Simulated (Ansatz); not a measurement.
Computed with Ansatz on PBE0-D4/def2-TZVP structures; ΔE is electronic, products minus reactants. CBS: MP2 limit from def2 TZ/QZ plus the TZ coupled-cluster correction, frozen cores. DFT in def2-TZVPP. B3LYP here is the variant with VWN-RPA as its local correlation; programs differ in this. def2 core potentials past Kr. For In outer-core shells are correlated without core-valence functions, which leaves a few kJ/mol of doubt a bond. One conformer a species, not always the lowest.

Consider the formal exchange of groups at the In–C bond: `C=C[CH2][InH2]` + `OC([SiH3])O[SiH3]` → `[SiH3]O[CH]([SiH3])[InH2]` + `C=CCO`.

| level | ΔE (kJ/mol) | difference from CCSD(T)/CBS |
| --- | --- | --- |
| PBE-D4 | 37.7 | 6.3 |
| r2SCAN-D4 | 41.7 | 10.3 |
| B3LYP-D4 | 32.8 | 1.4 |
| PBE0 | 37.8 | 6.4 |
| MP2/def2-TZVPP | 40.5 | 9.1 |
| SCS-MP2/def2-TZVPP | 34.7 | 3.3 |
| CCSD/def2-TZVPP | 31.4 | 0.0 |
| CCSD(T)/def2-TZVPP | 33.6 | 2.2 |
| MP2/def2-QZVPP | 38.9 | 7.5 |
| SCS-MP2/def2-QZVPP | 33.0 | 1.6 |
| CCSD(T)/CBS | 31.4 | 0 |

Largest T1 diagnostic among the species: 0.014.

In def2-TZVPP, CCSD(T) changes the Hartree–Fock value by +4.3 kJ/mol (the triples alone add +2.2 kJ/mol) and MP2 by +11.2 kJ/mol.
